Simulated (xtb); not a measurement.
NP, charge -1, doublet, at a GFN2-xTB geometry (a state made from the parent by changing its charge; the spin is typed, not shown lowest); GFN1-xTB run with xtb.

xtb was given this input:
```
$ xtb mol.xyz --gfn 1 --chrg -1 --uhf 1 --grad --json

# file mol.xyz
2

N     -0.00000000    -0.00000000    -1.03321469
P      0.00000000     0.00000000     0.48216685
```

Write the output that xtb gives for this input, abridged.


```
   ID    Z sym.   atoms
    1    7 N      1
    2   15 P      2

           -------------------------------------------------
          |                Calculation Setup                |
           -------------------------------------------------

           -------------------------------------------------
          |                 G F N 1 - x T B                 |
           -------------------------------------------------

          ...................................................
          :                      SETUP                      :
          :.................................................:
          :  # basis functions                  14          :
          :  # atomic orbitals                  13          :
          :  # shells                            5          :
          :  # electrons                        11          :
          :  # halogen bonds                     0          :
          :  max. iterations                   250          :
          :  Hamiltonian                  GFN1-xTB          :
          :  restarted?                      false          :
          :  GBSA solvation                  false          :
          :  PC potential                    false          :
          :  electronic temp.          300.0000000     K    :
          :  accuracy                    1.0000000          :
          :  -> integral cutoff          0.2500000E+02      :
          :  -> integral neglect         0.1000000E-07      :
          :  -> SCF convergence          0.1000000E-05 Eh   :
          :  -> wf. convergence          0.2000000E-04 e    :
          :  Broyden damping             0.4000000          :
          :  net charge                         -1          :
          :  unpaired electrons                  1          :
          ...................................................

 iter      E             dE          RMSdq      gap      omega  full diag
   1     -5.8209939 -0.582099E+01  0.111E+01    0.00       0.0  T
   2     -5.7597718  0.612221E-01  0.814E+00    0.00       1.0  T
   3     -5.8780504 -0.118279E+00  0.635E+00    0.00       1.0  T
   4     -5.9254258 -0.473754E-01  0.117E-01    0.00       1.0  T
   5     -5.9254398 -0.139413E-04  0.549E-02    0.00       1.3  T
   6     -5.9254431 -0.334846E-05  0.773E-04    0.00      91.4  T
   7     -5.9254431 -0.591878E-09  0.246E-04    0.00     287.0  T
   8     -5.9254431 -0.305622E-10  0.299E-06    0.00   23638.3  T
   9     -5.9254431 -0.888178E-14  0.720E-08    0.00  100000.0  T

   *** convergence criteria satisfied after 9 iterations ***

         :::::::::::::::::::::::::::::::::::::::::::::::::::::
         ::                     SUMMARY                     ::
         :::::::::::::::::::::::::::::::::::::::::::::::::::::
         :: total energy              -5.885109373385 Eh    ::
         :: gradient norm              0.068494224613 Eh/a0 ::
         :: HOMO-LUMO gap              0.000000000000 eV    ::
         ::.................................................::
         :: SCC energy                -5.925443125990 Eh    ::
         :: -> electrostatic           0.221701477734 Eh    ::
         :: repulsion energy           0.040626450142 Eh    ::
         :: dispersion energy         -0.000292697537 Eh    ::
         :: halogen bond corr.         0.000000000000 Eh    ::
         :: add. restraining           0.000000000000 Eh    ::
         :: total charge              -1.000000000000 e     ::
         :::::::::::::::::::::::::::::::::::::::::::::::::::::

           -------------------------------------------------
          |                Property Printout                |
           -------------------------------------------------

    * Orbital Energies and Occupations

         #    Occupation            Energy/Eh            Energy/eV
      -------------------------------------------------------------
         1        2.0000           -0.3763499             -10.2410
         2        2.0000           -0.2493070              -6.7840
         3        2.0000           -0.0754264              -2.0525
         4        2.0000           -0.0754264              -2.0525
         5        2.0000           -0.0570383              -1.5521
         6        0.5000            0.0781037               2.1253 (HOMO)
         7        0.5000            0.0781037               2.1253 (LUMO)
         8                          0.2798512               7.6151
         9                          0.3644273               9.9166
        10                          0.3644273               9.9166
        11                          0.5062175              13.7749
        12                          0.5062175              13.7749
        13                          1.6911791              46.0193
      -------------------------------------------------------------
                  HL-Gap            0.0000000 Eh            0.0000 eV
             Fermi-level            0.0443182 Eh            1.2060 eV

  Mulliken/CM5 charges         n(s)   n(p)   n(d)
     1N    -0.80642 -0.87032   1.683  4.123  0.000
     2P    -0.19358 -0.12968   1.853  3.039  0.302

Wiberg/Mayer (AO) data.
largest (>0.10) Wiberg bond orders for each atom

 ---------------------------------------------------------------------------
     #   Z sym  total        # sym  WBO       # sym  WBO       # sym  WBO
 ---------------------------------------------------------------------------
     1   7 N    2.536 --     2 P    2.536
     2  15 P    2.536 --     1 N    2.536
 ---------------------------------------------------------------------------

Topologies differ in total number of bonds
Writing topology from bond orders to xtbtopo.mol

 dipole moment from electron density (au)
     X       Y       Z
  -0.0000   0.0000   1.7814  total (Debye):    4.528

           -------------------------------------------------
          | TOTAL ENERGY               -5.885109373385 Eh   |
          | GRADIENT NORM               0.068494224613 Eh/α |
          | HOMO-LUMO GAP               0.000000000000 eV   |
           -------------------------------------------------

normal termination of xtb
```
